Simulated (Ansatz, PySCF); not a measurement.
Gas-phase reaction in SMILES: F/C=C/F + 4 [H][H] (H2) → 2 C (CH4) + 2 F (HF)
Structures are relaxed separately at B3LYP-D3(BJ)/def2-TZVP in Ansatz (a program for electronic structure).

Property: energy of full hydrogenation (electronic energy difference), in kcal/mol. Cores are frozen in the correlated levels unless marked. No spin-orbit coupling. No relativistic terms. CBS marks a two-point X^-3 extrapolation of the correlation energy; Hartree-Fock from the larger set. The bracket is a focal-point correction in the basis named.

| level | program | energy of full hydrogenation (kcal/mol) |
|---|---|---|
| HF-D4/def2-TZVPD | PySCF + dftd4 | -109.8 |
| revPBE-D4/def2-TZVPD | Ansatz + dftd4 | -100.0 |
| r2SCAN/def2-TZVPD | Ansatz | -104.1 |
| B3LYP-D3(BJ)/def2-TZVPD | Ansatz + dftd3 | -103.7 |

Estimate the value at RI-MP2/CBS(aug-cc-pVTZ,aug-cc-pVQZ)+[CCSD(T)-MP2]/aug-cc-pVTZ as computed with Ansatz.

-110.1 kcal/mol, so B3LYP-D3(BJ)/def2-TZVPD differs from it by 6.4 kcal/mol.
